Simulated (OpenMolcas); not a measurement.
# Os⁴⁺: effect of the active space

| Quantity | Value |
| --- | --- |
| Program | OpenMolcas 26.06 |
| Method | SS-CASPT2 or its RAS form, IPEA 0.25 Eh, imaginary shift 0.1 Eh |
| Basis | ANO-R2 |
| Scalar Hamiltonian | X2C, finite nucleus |
| Spin-orbit coupling | state interaction with AMFI integrals over the reference wave functions, term energies averaged over their components |

A. 4 electrons in 5 orbitals (5d); 2S+1 = 5 even, 5 roots; 2S+1 = 3 even, 45 roots; 2S+1 = 1 even, 50 roots; closed shells correlated: 5s 5p; CASPT2 step of the order of 40 core-seconds
B. 10 electrons in 8 orbitals (RAS1 5p, at most 2 holes; RAS2 5d); 2S+1 = 5 even, 5 roots; 2S+1 = 3 even, 45 roots; 2S+1 = 1 even, 50 roots; closed shells correlated: 5s; CASPT2 step of the order of 100 core-seconds
C. 4 electrons in 10 orbitals (5d 6d); 2S+1 = 5 even, 5 roots; 2S+1 = 3 even, 45 roots; 2S+1 = 1 even, 50 roots; closed shells correlated: 5s 5p; CASPT2 step about 24 core-minutes

Energies in cm-1 above 5d4 5D0, the measured ground level; measured values from the list in Palmeri et al., Atoms 14, 22 (2026).

```tsv
Level	A	B	C	Measured
5d4 5D0 [64 %]	0.0	0.0	0.0	0.0
5d4 5D1	4360	4500	4410	4311
5d4 5D2	8220	8450	8280	8083
5d4 5D3	11230	11520	11310	11018
5d4 5D4 [69 %]	13290	13600	13400	12966
5d4 3P0(1) [51 %]	19120	19520	18920	
5d4 3H4 [56 %]	21380	21600	21330	20374
5d4 3G3 [61 %]	25100	25390	25000	23942
5d4 3F2(1) [67 %]	25640	26030	25500	
5d4 3P1(1)	25750	26430	25580	24680
5d4 3H5	26470	26830	26500	25344
5d4 3H6 [74 %]	28820	29120	28940	27669
5d4 3G5	38340	39020	38490	37016
5d4 3D1	39970	40650	39860	38536
5d4 1I6 [74 %]	40680	41090	40930	39284
5d4 1S0(1) [75 %]	46060	47050	46220	
5d4 1F3 [63 %]	48390	48950	48420	46549
5d4 3P2(2) [70 %]	52040	52300	51980	
5d4 3F4(2) [54 %]	55540	55620	55630	
5d4 3F2(2) [61 %]	57600	58270	57450	
5d4 3F3(2)	58270	58640	58180	55872
5d4 3P1(2)	58600	59240	58480	55988
5d4 3P0(2)	61720	62510	61580	
5d4 1G4(2)	62500	62880	62520
```

Deviations, from unrounded energies. A percentage is the sum of absolute deviations over the sum of measured energies, with the sign that they share, or ± where signs differ.

```json
{"Against measurement": "mean absolute deviation (cm-1)", "Levels": "15", "A": "1200", "B": "1600", "C": "1200"}
{"Against measurement": "fine structure of the ground term (%)", "Levels": "4", "A": "+2.0", "B": "+4.6", "C": "+2.8"}
{"Against measurement": "other terms of the ground configuration (%)", "Levels": "11", "A": "+4.2", "B": "+5.5", "C": "+4.2"}
```

A, C lie about equally close to measurement and B furthest from it. The largest miss of A in the table is 5d4 3P1(2), by +2600 cm-1. The ranking rests on the paired levels alone, and a cruder setting can come out closer through cancelling errors.

The two smallest mean deviations differ by little beside CASPT2's spread within terms, so their order carries little weight.

Among A to C the level of the table that moves most is 5d4 1S0(1) [75 %], by 990 cm-1 (lowest in A, highest in B). Moves below CASPT2's spread within the term are not significant.

CASPT2 breaks the degeneracy within a term, and the mean is taken; among the terms shown or strongly mixed into the levels shown the widest spread is 460 cm-1 (5d4 1G(2), B). The CASPT2 spread within a term exceeds the gap to the next term for 5d4 3D and 5d4 1I, so the order of their levels is uncertain (holds for A). Active for correlation alone: 5p; no level in the range computed is led by a configuration that opens it, so any true level of that kind is missing (holds for B). Active for correlation alone: 6d; no level in the range computed is led by a configuration that fills it, so any true level of that kind is missing (holds for C). Computed and measured levels are paired by configuration, term and J; levels that our copy of the source lacks, or whose pairing is in doubt (as where it misses far off the trend of its configuration), stay unpaired and out of the deviations. Levels of configurations outside the active space are missing. The table leaves out levels that lie high or whose names do not pair safely across all columns.

A share in square brackets marks a mixed level and gives the weight of the term that names it, the lowest over the columns. A number in round brackets counts repeated terms of one configuration in the order of the reference energies.
